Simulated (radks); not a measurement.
Results of a calculation; reference values are marked as such.
Task: The arsenic ion As13+ is in [Ar] 3d2. Code: a radial shooting solver on a logarithmic mesh with Libxc functionals. Model: scalar-relativistic Kohn-Sham, r2SCAN, spin-polarised, spherical densities, finite nucleus; meta-GGA in the generalised Kohn-Sham scheme; Fermi nuclear charge, rms radius of each element as measured or else 0.836 A^(1/3) + 0.57 fm. Open shells are filled with parallel spins first. One electron is removed from 3p, 2p, 3s, 3d in turn, with full relaxation. Which removal costs least, and what does each cost?

Result: 3d 417.57 eV; 3p 502.82 eV; 3s 562.97 eV; 2p 1773.0 eV. The 3d electron leaves first.
